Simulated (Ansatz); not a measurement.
Ansatz results at the PBE0-D4/def2-TZVP geometry: size of the dipole moment (B3LYP/def2-TZVPP) 3.00 D; size of the dipole moment (ωB97M-V/def2-TZVPP) 3.06 D; HOMO energy (PBE0/def2-TZVPP) -5.69 eV.

Each molecule was computed in one conformer, which needn't be the lowest.

Task: Which molecule gave them?
A. `NBOCCF`
B. `O[B]1[SiH2][Zn]1`
C. `[SiH3]C1(Cl)CC1`
D. `O=CC[SiH](O)Cl`

Result: B. The others give `O=CC[SiH](O)Cl`: 2.97, 2.97, -7.58; `[SiH3]C1(Cl)CC1`: 1.72, 1.70, -7.88; `NBOCCF`: 1.39, 1.39, -7.57.

B3LYP here is the variant with VWN-RPA as its local correlation; programs differ in this.
